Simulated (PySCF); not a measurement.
Ligands exchanged one at a time, B Br-H. All species are isolated molecules in the gas phase. Strings in code marks are SMILES.

The numbers are results of PBE-D3(BJ)/def2-TZVP // PBE0-D4/def2-TZVP (PySCF), not measurements. All candidates: neutral, multiplicity 1. 

```
Item              Value
-------------  --------
HOMO           -6.95 eV
dipole moment    0.34 D
HOMO–LUMO gap   3.97 eV
```

Question: Name which member has these values.
(A) `B`
(B) `BrBBr`
(C) `BrB(Br)Br`
(D) `BBr`

Answer: D, `BBr`. The others give `B`: -8.47 eV, 0.00 D, 5.42 eV; `BrBBr`: -7.26 eV, 0.22 D, 4.33 eV; `BrB(Br)Br`: -7.01 eV, 0.00 D, 4.09 eV
